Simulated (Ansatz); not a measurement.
H4O3SeSi (`O[Si](O)(O)[SeH]`), charge 0, multiplicity 1.

(1) Give a relaxed structure at PBE0-D4/def2-TZVP (the Gaussian-basis code of Ansatz). (Estimate.)

Answers

(1) Ansatz gave: 
Cartesian coordinates in Å:
```
O -1.506 0.153 -0.053
Si 0.126 0.109 -0.156
O 0.819 1.348 -0.953
O 0.464 -1.258 -0.978
Se 1.044 0.304 1.909
H -1.879 0.802 0.547
H 0.961 1.227 -1.894
H -0.163 -1.979 -0.893
H 0.134 -0.705 2.470
```
This is one stationary point; other conformers may exist.
